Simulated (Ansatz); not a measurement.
A structure drawn as `F[Si]1(Cl)BN1`, with this starting geometry:

Cartesian coordinates in Å:
```
F 1.845 0.639 1.274
Si 0.263 0.397 0.719
Cl -1.100 1.889 1.142
B -0.317 -1.162 -0.367
N 0.277 0.069 -0.996
H -0.390 -2.403 -0.362
H -0.578 0.572 -1.409
```

Charge 0, multiplicity 1.

**Question.** Does it keep its bonds when Ansatz relaxes it at PBE-D4/def2-SVP and then PBE0-D4/def2-TZVP?

**Answer.** Yes, every drawn bond is still there and no new one forms.

**Question.** Give the relaxed structure. (Best estimate.)

**Answer.** Ansatz gave: 
Z-matrix (Å, degrees):
```
Si
Cl 1 2.036
B 1 1.896 2 128.7
F 1 1.589 2 104.6 3 -177.8
N 1 1.717 2 116.7 3 52.8
H 3 1.186 1 164.3 2 -89.1
H 5 1.011 1 151.5 2 59.9
```
All modes are real.

Atoms count as bonded under 1.1 times the sum of their covalent radii (H–H under 0.85 Å, pairs among N, O and F under 1.55 Å), and a drawn bond as lost past 1.3 times.
